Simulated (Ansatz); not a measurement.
Basis-set series for BrF3Zr, SMILES `[F][Zr]([F])([F])[Br]`. Charge 0, multiplicity 1. Zr: def2 effective core potential. All single points use the PBE0-D4/def2-TZVP geometry.

```csv
functional,basis,functions,energy (Eh),HOMO (eV),LUMO (eV)
PBE0-D4,def2-SVP,105,-2919.93555,-9.20,-1.81
PBE0-D4,def2-TZVPP,197,-2920.62997,-9.25,-1.83
ωB97M-V,def2-SVP,105,-2920.22842,-11.37,0.43
ωB97M-V,def2-TZVPP,197,-2920.92848,-11.44,0.30
```

Q: Give the rows for def2-QZVPP. (Estimate.)

A: Ansatz gave: 
```
functional       basis  functions  energy (Eh)  HOMO (eV)  LUMO (eV)
   PBE0-D4  def2-QZVPP        341  -2920.70215      -9.25      -1.81
   ωB97M-V  def2-QZVPP        341  -2920.99745     -11.44       0.22
```

Positive LUMOs are unbound and depend on the basis. Scalar relativity is left out up to krypton.
